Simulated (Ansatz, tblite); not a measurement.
Adding an electron: phenacyltetrahydrothiophenium, `O=C(C[S+]1CCCC1)c1ccccc1`. Charge 1, multiplicity 1. Geometry: PBE-D4/def2-SVP. Ansatz, gas phase; energy differences of separate SCF runs; the reduced species was run as a doublet alone.

```xyz
29

O    -1.844   -0.024    0.649
C    -0.656    0.225    0.871
C     0.372   -0.689    0.182
S    -0.630   -2.010   -0.597
C     0.652   -2.875   -1.626
C     0.662   -2.167   -2.981
C    -0.802   -1.843   -3.302
C    -1.401   -1.168   -2.067
C    -0.180    1.319    1.729
C    -1.149    2.132    2.366
C    -0.744    3.184    3.191
C     0.627    3.436    3.386
C     1.596    2.635    2.756
C     1.198    1.579    1.931
H     1.052   -1.193    0.899
H     0.982   -0.168   -0.584
H     1.610   -2.875   -1.071
H     0.287   -3.920   -1.694
H     1.270   -1.239   -2.931
H     1.128   -2.816   -3.750
H    -1.358   -2.773   -3.540
H    -0.905   -1.172   -4.179
H    -1.142   -0.096   -1.977
H    -2.495   -1.274   -1.942
H    -2.213    1.914    2.197
H    -1.496    3.814    3.688
H     0.944    4.265    4.037
H     2.666    2.838    2.912
H     1.969    0.961    1.447
```

The xTB rows come from tblite. HOMO above LUMO, or a gap near zero within one spin, warns that the state may not be the lowest or that an electron is smeared out.

(1) Estimate orbital energies and vertical electron affinities at: GFN1-xTB; GFN2-xTB; PBE-D4/def2-SVP; PBE0-D4/def2-SVP.

## Answers

(1) 
```
           level  −HOMO (eV)  −LUMO (eV)  vertical EA (eV)  HOMO–LUMO gap (eV)                                  remarks
        GFN1-xTB       15.36       12.38              9.80                2.99                                        –
        GFN2-xTB       14.35       11.47              8.89                2.88                                        –
 PBE-D4/def2-SVP        9.63        6.29              3.87                3.34  gap within one spin near zero (doublet)
PBE0-D4/def2-SVP       10.61        5.41              3.85                5.19                                        –
```

Relaxing the reduced species (PBE-D4/def2-SVP) changes its energy by -1.31 eV at PBE-D4/def2-SVP, so the adiabatic electron affinity to this nearest minimum is 5.18 eV. On the way the bond C3–S4 breaks. At PBE0-D4/def2-SVP it is 5.18 eV.    Raw xTB energy differences between charge states are shifted by several eV; the methods need an empirical correction for them.
